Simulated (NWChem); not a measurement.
System: C₂H₇NSi, singlet; SMILES CN(C)[SiH]

Excerpt of the output:

```
             Northwest Computational Chemistry Package (NWChem) 7.3.0
             --------------------------------------------------------

 CS  symmetry detected

                             Geometry "geometry" -> ""
                             -------------------------

 Output coordinates in angstroms (scale by  1.889725989 to convert to a.u.)

  No.       Tag          Charge          X              Y              Z
 ---- ---------------- ---------- -------------- -------------- --------------
    1 Si                  14.0000     0.04444759    -1.48090084     0.00000000
    2 H                    1.0000    -1.48242005    -1.64067485     0.00000000
    3 N                    7.0000     0.00302980     0.25249308     0.00000000
    4 C                    6.0000     1.25276470     1.01549250     0.00000000
    5 C                    6.0000    -1.16778160     1.12783905     0.00000000
    6 H                    1.0000     1.31681316     1.66033404    -0.88808200
    7 H                    1.0000     1.31681316     1.66033404     0.88808200
    8 H                    1.0000     2.10906662     0.33603884     0.00000000
    9 H                    1.0000    -1.16622540     1.77837075     0.88693000
   10 H                    1.0000    -1.16622540     1.77837075    -0.88693000
   11 H                    1.0000    -2.08119561     0.53239733     0.00000000

 Effective nuclear repulsion energy (a.u.)     160.1964227555

      Symmetry information
      --------------------

 Group name             Cs
 Group number              2
 Group order               2
 No. of unique centers     9

                                 NWChem DFT Module
                                 -----------------

 Summary of "ao basis" -> "ao basis" (spherical)
 ------------------------------------------------------------------------------
       Tag                 Description            Shells   Functions and Types
 ---------------- ------------------------------  ------  ---------------------
 Si                        def2-tzvp                13       37   5s5p2d1f
 H                         def2-tzvp                 4        6   3s1p
 N                         def2-tzvp                11       31   5s3p2d1f
 C                         def2-tzvp                11       31   5s3p2d1f

      Symmetry analysis of basis
      --------------------------

        a'        115
        a"         57

            General Information
            -------------------
          SCF calculation type: DFT
          Wavefunction type:  closed shell.
          No. of atoms     :    11
          No. of electrons :    40
           Alpha electrons :    20
            Beta electrons :    20
          Charge           :     0
          Spin multiplicity:     1
          Use of symmetry is: on ; symmetry adaption is: on
          Maximum number of iterations: 150
          AO basis - number of functions:   172
                     number of shells:    74
          Convergence on energy requested:  1.00D-06
          Convergence on density requested:  1.00D-05
          Convergence on gradient requested:  5.00D-04

              XC Information
              --------------
                       PW6B95 Method XC Functional
                     Hartree-Fock (Exact) Exchange  0.280
                    PW6B95 GGA Exchange Functional  0.720
                      PW6B95 Correlation Potential  1.000

             Grid Information
             ----------------
          Grid used for XC integration:  medium
          Radial quadrature: Mura-Knowles
          Angular quadrature: Lebedev.
          Tag              B.-S. Rad. Rad. Pts. Rad. Cut. Ang. Pts.
          ---              ---------- --------- --------- ---------
          Si                  1.10       88          11.0       590
          H                   0.35       45          12.0       434
          N                   0.65       49           8.0       434
          C                   0.70       49          11.0       434
          Grid pruning is: on
          Number of quadrature shells:   460
          Spatial weights used:  Erf1

      Superposition of Atomic Density Guess
      -------------------------------------

 Sum of atomic energies:        -421.98828312

      Non-variational initial energy
      ------------------------------

 Total energy =    -424.150163
 1-e energy   =    -896.520191
 2-e energy   =     312.173606
 HOMO         =      -0.234087
 LUMO         =      -0.046209

      Symmetry analysis of molecular orbitals - initial
      -------------------------------------------------

  Numbering of irreducible representations:

     1 a'          2 a"

  Orbital symmetries:

     1 a'          2 a'          3 a'          4 a'          5 a'
     6 a'          7 a'          8 a"          9 a'         10 a'
    11 a'         12 a'         13 a"         14 a'         15 a'
    16 a"         17 a'         18 a'         19 a"         20 a'
    21 a"         22 a'         23 a'         24 a'         25 a'
    26 a'         27 a"         28 a'         29 a"         30 a'

------------------------------------------------------------
EAF file 0: "./job.aoints.0" size=316145664 bytes
------------------------------------------------------------
               write      read    awrite     aread      wait
               -----      ----    ------     -----      ----
     calls:      603         0         0         0         0
   data(b): 3.16e+08  0.00e+00  0.00e+00  0.00e+00
   time(s): 0.00e+00  0.00e+00  0.00e+00  0.00e+00  0.00e+00
rate(mb/s): 0.00e+00  0.00e+00
------------------------------------------------------------

     ---------------------------------------------
      Total Density - Mulliken Population Analysis
     ---------------------------------------------

    Atom       Charge   Shell Charges
 -----------   ------   -------------------------------------------------------
    1 Si  14    13.74   2.00  0.59  1.38  1.06  0.80  4.10  1.74  0.42  0.96  0.50  0.07  0.09  0.03
    2 H    1     1.12   0.23  0.57  0.31  0.01
    3 N    7     7.37   0.82  1.16  0.56  0.84  0.10  1.50  1.81  0.50  0.00  0.06  0.00
    4 C    6     6.34   0.86  1.12  0.55  0.66  0.13  1.19  1.34  0.41  0.02  0.06  0.01
    5 C    6     6.33   0.86  1.12  0.55  0.66  0.12  1.20  1.34  0.40  0.02  0.06  0.01
    6 H    1     0.85   0.25  0.45  0.13  0.02
    7 H    1     0.85   0.25  0.45  0.13  0.02
    8 H    1     0.85   0.24  0.45  0.13  0.02
    9 H    1     0.85   0.25  0.45  0.14  0.02
   10 H    1     0.85   0.25  0.45  0.14  0.02
   11 H    1     0.85   0.25  0.45  0.13  0.02

   convergence    iter        energy       DeltaE   RMS-Dens  Diis-err
 ---------------- ----- ----------------- --------- --------- ---------
 d= 0,ls=0.0,diis     1   -425.0821228976 -5.85D+02  3.07D-03  5.18D-01
 d= 0,ls=0.0,diis     2   -425.1056805111 -2.36D-02  1.89D-03  1.40D-01
 d= 0,ls=0.0,diis     3   -425.1019458979  3.73D-03  9.58D-04  1.91D-01
 d= 0,ls=0.0,diis     4   -425.1216085616 -1.97D-02  1.59D-04  1.58D-03
 d= 0,ls=0.0,diis     5   -425.1217682807 -1.60D-04  5.35D-05  2.18D-04
  Resetting Diis
 d= 0,ls=0.0,diis     6   -425.1217973260 -2.90D-05  1.26D-05  6.21D-06
 d= 0,ls=0.0,diis     7   -425.1217980993 -7.73D-07  2.98D-06  1.75D-07

         Total DFT energy =     -425.121798099318
      One electron energy =     -900.771314197210
           Coulomb energy =      357.188351300883
    Exchange-Corr. energy =      -41.735257958516
 Nuclear repulsion energy =      160.196422755525

 Numeric. integr. density =       39.999991369229

                  Occupations of the irreducible representations
                  ----------------------------------------------

                     irrep           alpha         beta
                     --------     --------     --------
                     a'               16.0         16.0
                     a"                4.0          4.0

                       DFT Final Molecular Orbital Analysis
                       ------------------------------------

 Vector   18  Occ=2.000000D+00  E=-3.556838D-01  Symmetry=a'
              MO Center= -3.1D-01, -5.7D-01, -1.2D-15, r^2= 3.5D+00
   Bfn.  Coefficient  Atom+Function         Bfn.  Coefficient  Atom+Function
  ----- ------------  ---------------      ----- ------------  ---------------
    50      0.248785   3 N  py               16     -0.206302   1 Si py
    53      0.205117   3 N  py               39      0.184430   2 H  s
    81     -0.150003   4 C  py               40      0.132256   2 H  s
     4      0.131326   1 Si s                15     -0.122615   1 Si px
    38      0.122678   2 H  s                84     -0.114526   4 C  py

 Vector   19  Occ=2.000000D+00  E=-2.708334D-01  Symmetry=a"
              MO Center=  2.2D-02,  3.3D-01,  1.0D-15, r^2= 2.4D+00
   Bfn.  Coefficient  Atom+Function         Bfn.  Coefficient  Atom+Function
  ----- ------------  ---------------      ----- ------------  ---------------
    51      0.351448   3 N  pz               54      0.311829   3 N  pz
    57      0.242011   3 N  pz               17      0.188775   1 Si pz
    20      0.110675   1 Si pz              157     -0.111091   9 H  s
   163      0.111091  10 H  s               139      0.110178   6 H  s
   145     -0.110178   7 H  s               138      0.105240   6 H  s

 Vector   20  Occ=2.000000D+00  E=-2.321757D-01  Symmetry=a'
              MO Center=  1.4D-01, -1.6D+00,  5.8D-16, r^2= 2.6D+00
   Bfn.  Coefficient  Atom+Function         Bfn.  Coefficient  Atom+Function
  ----- ------------  ---------------      ----- ------------  ---------------
     5      0.445198   1 Si s                 4      0.360013   1 Si s
    15      0.299154   1 Si px                3     -0.210489   1 Si s
    18      0.196938   1 Si px               40     -0.187559   2 H  s
    39     -0.185904   2 H  s                16     -0.155611   1 Si py
    19     -0.115836   1 Si py               12      0.114587   1 Si px

 Vector   21  Occ=0.000000D+00  E=-5.219342D-02  Symmetry=a"
              MO Center=  7.6D-03, -1.3D+00, -3.2D-15, r^2= 3.6D+00
   Bfn.  Coefficient  Atom+Function         Bfn.  Coefficient  Atom+Function
  ----- ------------  ---------------      ----- ------------  ---------------
    20      0.608808   1 Si pz               17      0.404637   1 Si pz
    57     -0.271960   3 N  pz               51     -0.199699   3 N  pz
    54     -0.166926   3 N  pz               14      0.147095   1 Si pz
     8     -0.139779   1 Si pz              139     -0.107389   6 H  s
   145      0.107389   7 H  s               157      0.105951   9 H  s

 Vector   22  Occ=0.000000D+00  E= 2.407729D-02  Symmetry=a'
              MO Center=  2.5D-01, -5.8D-01,  1.2D-15, r^2= 7.4D+00
   Bfn.  Coefficient  Atom+Function         Bfn.  Coefficient  Atom+Function
  ----- ------------  ---------------      ----- ------------  ---------------
    79      2.238920   4 C  s               110      1.466962   5 C  s
    19     -0.943310   1 Si py              139     -0.806823   6 H  s
   145     -0.806823   7 H  s               151     -0.732314   8 H  s
   169     -0.652930  11 H  s               157     -0.590471   9 H  s
   163     -0.590471  10 H  s                 5     -0.584958   1 Si s

 Vector   23  Occ=0.000000D+00  E= 5.516889D-02  Symmetry=a'
              MO Center= -2.2D-01,  9.7D-01,  7.5D-13, r^2= 8.9D+00
   Bfn.  Coefficient  Atom+Function         Bfn.  Coefficient  Atom+Function
  ----- ------------  ---------------      ----- ------------  ---------------
   110      3.123059   5 C  s                79      1.992527   4 C  s
   157     -1.527502   9 H  s               163     -1.527502  10 H  s
    48     -1.254403   3 N  s               139     -1.163396   6 H  s
   145     -1.163396   7 H  s               169     -0.518222  11 H  s
    19      0.445128   1 Si py               87      0.399840   4 C  py

------------------------------------------------------------
EAF file 0: "./job.aoints.0" size=398458880 bytes
------------------------------------------------------------
               write      read    awrite     aread      wait
               -----      ----    ------     -----      ----
     calls:      760         6         0      4554      4554
   data(b): 3.98e+08  3.15e+06  0.00e+00  2.39e+09
   time(s): 0.00e+00  0.00e+00  0.00e+00  0.00e+00  0.00e+00
rate(mb/s): 0.00e+00  0.00e+00
------------------------------------------------------------

     ---------------------------------------------
      Total Density - Mulliken Population Analysis
     ---------------------------------------------

    Atom       Charge   Shell Charges
 -----------   ------   -------------------------------------------------------
    1 Si  14    13.96   2.00  0.58  1.39  1.07  0.74  4.13  1.68  0.52  1.12  0.48  0.09  0.12  0.03
    2 H    1     1.09   0.25  0.54  0.29  0.01
    3 N    7     7.15   0.82  1.15  0.54  0.82  0.12  1.54  1.65  0.45  0.01  0.05  0.00
    4 C    6     6.27   0.86  1.12  0.52  0.64  0.11  1.31  1.25  0.37  0.02  0.06  0.01
    5 C    6     6.26   0.86  1.12  0.52  0.64  0.11  1.31  1.25  0.36  0.02  0.06  0.01
    6 H    1     0.88   0.28  0.47  0.11  0.02
    7 H    1     0.88   0.28  0.47  0.11  0.02
    8 H    1     0.87   0.28  0.47  0.10  0.02
    9 H    1     0.89   0.28  0.47  0.12  0.02
   10 H    1     0.89   0.28  0.47  0.12  0.02
   11 H    1     0.87   0.28  0.47  0.10  0.02

     -------------------------------------------
      Total Density - Lowdin Population Analysis
     -------------------------------------------

    Atom       Charge   Shell Charges
 -----------   ------   -------------------------------------------------------
    1 Si  14    13.91   2.00  0.85  1.11  0.74  0.59  3.84  1.87  0.65  1.09  0.67  0.10  0.29  0.11
    2 H    1     1.07   0.25  0.48  0.32  0.02
    3 N    7     7.05   0.89  1.06  0.42  0.40  0.22  1.37  1.58  0.85  0.00  0.23  0.01
    4 C    6     6.33   0.91  1.04  0.38  0.35  0.17  1.13  1.36  0.61  0.03  0.31  0.04
    5 C    6     6.32   0.91  1.04  0.38  0.35  0.17  1.13  1.37  0.60  0.03  0.31  0.04
    6 H    1     0.89   0.26  0.40  0.17  0.06
    7 H    1     0.89   0.26  0.40  0.17  0.06
    8 H    1     0.88   0.26  0.40  0.17  0.06
    9 H    1     0.89   0.26  0.40  0.17  0.06
   10 H    1     0.89   0.26  0.40  0.17  0.06
   11 H    1     0.88   0.26  0.40  0.16  0.06

     Multipole analysis of the density
     ---------------------------------

     L   x y z        total         alpha         beta         nuclear
     -   - - -        -----         -----         ----         -------
     0   0 0 0     -0.000000    -20.000000    -20.000000     40.000000

     1   1 0 0     -0.041510     -0.020755     -0.020755      0.000000
     1   0 1 0      0.825394      0.412697      0.412697      0.000000
     1   0 0 1      0.000000      0.000000      0.000000      0.000000

     2   2 0 0    -25.502184    -74.872944    -74.872944    124.243704
     2   1 1 0      0.743931     -1.542255     -1.542255      3.828441
     2   1 0 1     -0.000000     -0.000000     -0.000000      0.000000
     2   0 2 0    -26.476101   -120.183380   -120.183380    213.890658
     2   0 1 1      0.000000      0.000000      0.000000      0.000000
     2   0 0 2    -24.582009    -17.916625    -17.916625     11.251241
```

Level: PW6B95/def2-TZVP. Low-valent species are run as closed-shell singlets; no triplet was tried in these runs. The geometry was optimised at B3LYP/6-31G* (spherical d).

**Question.** Which NWChem input produces such a log?

**Answer.** One answer among several that fit: the input that was run:
```
start job
memory heap 200 mb stack 900 mb global 1100 mb
geometry units angstroms noautoz
  Si     0.070099    -1.491146     0.000000
  H     -1.454487    -1.671396     0.000000
  N      0.005423     0.241536     0.000000
  C      1.244806     1.021238     0.000000
  C     -1.177030     1.101091     0.000000
  H      1.300195     1.666881    -0.888082
  H      1.300195     1.666881     0.888082
  H      2.110149     0.353337     0.000000
  H     -1.184204     1.751585     0.886930
  H     -1.184204     1.751585    -0.886930
  H     -2.082371     0.493445     0.000000
end
basis spherical
  * library def2-tzvp
end
dft
  xc pw6b95
  iterations 150
  semidirect filesize 400000000
  mulliken
end
task dft energy
```
